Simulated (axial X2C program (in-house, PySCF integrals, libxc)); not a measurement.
# Potential curves of BeO⁻, with spin–orbit coupling

Calculated with an in-house all-electron X2C program for linear molecules (integrals from PySCF). Two-component (2c) means X2C with spin–orbit coupling and atomic mean-field two-electron Coulomb and Gaunt terms. Basis: O dyall-av3z [7s6p3d2f], Be dyall-av3z [9s9p4d2f] (cores contracted in-house); Gaussian nuclei, density fitting, unrestricted open shells. Masses: O 15.995 u, Be 9.012 u.

State: Ω = 1/2 (⟨Sz⟩ = 0.50, ⟨Lz⟩ = 0.00 at HF). Energies in cm⁻¹ from the fragments at the same level (O- + Be). Fits are polynomials in 1 − R0/R over 0.85 to 1.23 times the lowest point R0.

```json
{"R (Å)": "1.1841", "MP2": "-38011", "CCSD": "", "PBE0": "-36646"}
{"R (Å)": "1.2385", "MP2": "-42835", "CCSD": "-36736", "PBE0": "-40949"}
{"R (Å)": "1.2793", "MP2": "-45084", "CCSD": "-38782", "PBE0": "-42837"}
{"R (Å)": "1.3202", "MP2": "-46415", "CCSD": "-39908", "PBE0": "-43830"}
{"R (Å)": "1.3610", "MP2": "-46998", "CCSD": "-40292", "PBE0": "-44104"}
{"R (Å)": "1.4086", "MP2": "-46931", "CCSD": "-40005", "PBE0": "-43714"}
{"R (Å)": "1.4563", "MP2": "-46223", "CCSD": "-39103", "PBE0": "-42735"}
{"R (Å)": "1.5175", "MP2": "-44579", "CCSD": "-37275", "PBE0": "-40852"}
{"R (Å)": "1.5924", "MP2": "-41628", "CCSD": "", "PBE0": "-37909"}
{"R (Å)": "1.7012", "MP2": "-35406", "CCSD": "", "PBE0": "-32976"}
```

Correlated methods: 9 electrons correlated (number of frozen shells: O 1 s; Be 1 s), 207 virtual spin orbitals or spinors in MP2, 90 natural virtuals in coupled cluster.

Occupations by symmetry block were frozen at the best pattern of an incomplete PBE0 search. Dissociation energies refer to the lowest single-determinant-based atoms at the same level and basis. Density functionals use the spin component along the axis (collinear). CCSD ran in a truncated set of natural virtual spinors with an MP2 remainder; without triples it tends to underbind. The 2c atoms are single determinants rather than J levels; their spin–orbit lowering is only partly caught, and De is too large by that part. This holds for PBE0. The functionals have no current-density term, which raises determinants with orbital currents, atoms included. The highest occupied level of some functionals is positive through self-interaction error; at Hartree–Fock it is bound. The determinant is spin-polarised beyond a pure state at some levels (its spin-free form has ⟨S²⟩ too high), which makes Re and μ there less reliable. Coupled cluster ran on the points near the minimum only. MP2 and coupled cluster on one determinant become unreliable at the stretched end.

What are Re, ωe and De at the MP2 level?

At MP2, 2c: Re = 1.380 Å, ωe ≈ 1380 cm⁻¹, De = 5.83 eV to O- + Be; Be follows as 1.54 cm⁻¹.

Fit the CCSD curve near its minimum: give the equilibrium distance, the harmonic wavenumber and the well depth.

At CCSD, 2c: Re = 1.366 Å, ωe ≈ 1420 cm⁻¹, De = 5.00 eV to O- + Be; Be follows as 1.57 cm⁻¹.

Fit the PBE0 curve near its minimum: give the equilibrium distance, the harmonic wavenumber and the well depth.

At PBE0, 2c: Re = 1.359 Å, ωe ≈ 1420 cm⁻¹, De = 5.47 eV to O- + Be; Be follows as 1.58 cm⁻¹.
